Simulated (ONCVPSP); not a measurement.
# Cutoff test, dysprosium (Dy), ONCV

Dy (Z = 66), optimised norm-conserving Vanderbilt (ONCV), made with ONCVPSP 4.0.1 (LDA (Perdew-Wang 92), non-relativistic). Core [Kr] 4d10, reference 4f10 5s2 5p6 6s2. Waves: 5s+6s: rc 1.85 bohr, ncon 4, nbas 7, qcut 6.4 1/bohr, 2 projectors; 5p: rc 1.60 bohr, ncon 4, nbas 7, qcut 6.2 1/bohr, 1 projector; d scattering state at 0.34 Ha: rc 2.00 bohr, ncon 4, nbas 8, qcut 5.1 1/bohr, 1 projector; 4f: rc 1.25 bohr, ncon 3, nbas 8, qcut 11.2 1/bohr, 2 projectors, debl 1.9 Ha. Local part: polynomial inside 1.10 bohr (lpopt 5, dvloc0 0 Ha). Core correction: Teter function fitted to the true core (icmod 2), fcfact 0.25.

In the d channel the program set the typed energies aside and used 0.050 Ha.

For each optimised wave give the share of its norm inside rc, the residual kinetic energy above qcut (Ha) and the cutoffs (Ha) for errors of 10, 1, 0.1 and 0.01 mHa per electron.

```json
{"wave": "5s", "norm inside rc": "0.838", "residual KE": "7.2e-06", "10 mHa": "11.9", "1 mHa": "15.3", "0.1 mHa": "17.9", "0.01 mHa": "20.4"}
{"wave": "6s", "norm inside rc": "0.037", "residual KE": "2.4e-06", "10 mHa": "8.4", "1 mHa": "13.0", "0.1 mHa": "16.3", "0.01 mHa": "19.0"}
{"wave": "5p", "norm inside rc": "0.557", "residual KE": "5.5e-04", "10 mHa": "12.8", "1 mHa": "17.8", "0.1 mHa": "46.6", "0.01 mHa": "58.6"}
{"wave": "d projector 1", "norm inside rc": "0.048", "residual KE": "1.1e-06", "10 mHa": "4.1", "1 mHa": "6.9", "0.1 mHa": "9.4", "0.01 mHa": "11.3"}
{"wave": "4f", "norm inside rc": "0.851", "residual KE": "1.1e-03", "10 mHa": "55.4", "1 mHa": "65.1", "0.1 mHa": "234.7", "0.01 mHa": "not reached"}
{"wave": "f projector 2", "norm inside rc": "0.106", "residual KE": "1.5e-03", "10 mHa": "55.7", "1 mHa": "65.4", "0.1 mHa": "170.8", "0.01 mHa": "276.9"}
```

The occupied waves need 65 Ha and 235 Ha for 1 and 0.1 mHa. Note: ghosts flagged at negative energy: s at -113.5 eV; GHOST(+) flagged for p at 25.6 eV. A true bound ghost makes a file unfit for plane-wave use. Tests left out (the all-electron energies of this program are off by 10 to 40 meV for near-neutral 4f atoms).
